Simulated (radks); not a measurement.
Task: Radial electron density D(r) = 4 pi r^2 rho(r) of an atom or ion with 8 electrons. All-electron calculation, Dirac Kohn-Sham, PBEsol, spin-unpolarised, spherical densities, finite nucleus; Fermi nuclear charge, rms radius of each element as measured or else 0.836 A^(1/3) + 0.57 fm. Program: a radial shooting solver on a logarithmic mesh with Libxc functionals.

```
   r/bohr * D(r) (the largest magnitude, 78.8, reaches the edge; | marks zero)
 0.002775 |           *
 0.003556 |                 *
 0.004557 |                       *
 0.005839 |                               *
 0.007483 |                                       *
 0.009589 |                                               *
  0.01229 |                                                     *
  0.01575 |                                                      *
  0.02018 |                                                  *
  0.02565 |                                          *
  0.03287 |                                  *
  0.04212 |                                *
  0.05398 |                                    *
  0.06917 |                                       *
  0.08864 |                                   *
   0.1136 |                      *
   0.1456 |         *
   0.1865 |  *
   0.2371 *
   0.3039 |*
   0.3894 *
    0.499 *
   0.6395 | *
   0.8195 |*
     1.05 *
    1.346 *
```

What is the nuclear charge?

Result: Z = 62. The innermost maximum, from 1s, lies near gamma/Z bohr with gamma = sqrt(1 - (Z/c)^2) = 0.892, here 0.0144 bohr (found: 0.0147), and its height grows with Z. The density is that of the samarium ion Sm54+ in [He] 2s2 2p3 5s1; the configuration itself is not fixed sharply by these data, and Z only to a few units. D(r) has 4 maxima, at r = 0.0147, 0.0697, 0.337, 0.676 bohr, and minima at 0.0402, 0.251, 0.457 bohr, inside which lie 2.26, 7.06, 7.20 electrons.
